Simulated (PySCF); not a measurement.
## Telling isomers of C7H4F2O2 apart by NMR

[PySCF: NMR shieldings at PBE0/pcSseg-1/GIAO; structure optimised with GFN2-xTB; isolated molecule; rapidly exchanging positions averaged; one conformer; non-relativistic]

Scale: TMS for 1H (σref 31.72) and 13C (σref 186.93) (reference shieldings calculated alike). Splittings of carbon signals by F and P are missing where no couplings were computed. Where no couplings were computed, multiplicities follow the n + 1 count of equivalent neighbours, and m marks all less simple cases (inequivalent or close neighbours, rings, F or P nearby). Shifts are as computed. Against solution values, carbons near 30 ppm lie about +3 ppm off and those near 130 ppm about +5 ppm. Of 1211 compounds with measured shifts, 218 miss one by over three times the rms of a fit or turn the order of signals round; such compounds aren't used in these exercises.

(1) Tabulate the signals of `C#C[C@@H]1C(=O)OC=C1C(F)F`, `O=C1C=C(F)C(=O)C(CF)=C1` and their relative energies.

(2) What is the quickest way to tell C#C[C@@H]1C(=O)OC=C1C(F)F from O=C1C=C(F)C(=O)C(CF)=C1?

Results:

(1) 
```json
{"SMILES": "C#C[C@@H]1C(=O)OC=C1C(F)F", "carbon types": "3×C 4×CH", "δC": "176.3, 151.8, 124.7, 116.6, 80.8, 79.5, 37.6", "δH": "7.35 (m, 1H), 6.80 (m, 1H), 4.06 (m, 1H), 1.83 (d, 1H)", "E rel. (kcal/mol)": "28.6"}
{"SMILES": "O=C1C=C(F)C(=O)C(CF)=C1", "carbon types": "4×C 2×CH 1×CH2", "δC": "191.6, 185.8, 170.5, 149.9, 134.5, 120.8, 83.1", "δH": "6.86 (m, 1H), 6.50 (m, 1H), 5.64 (m, 2H)", "E rel. (kcal/mol)": "0.0"}
```

Energies are electronic energies at PBE0/pcSseg-1 on these geometries, without zero-point or thermal terms, each for the one conformer computed, which needn't be the lowest.

(2) Both give the same number of carbon signals, but DEPT or the intensities differ. The first has an alkyne carbon (C) at 79.5 ppm, the second an allylic sp3 CH2 bonded to F at 83.1 ppm. Their most deshielded carbons lie at 176.3 and 191.6 ppm. In the proton spectra the most deshielded non-exchanging signals are 7.35 (m, 1H) and 6.86 (m, 1H).
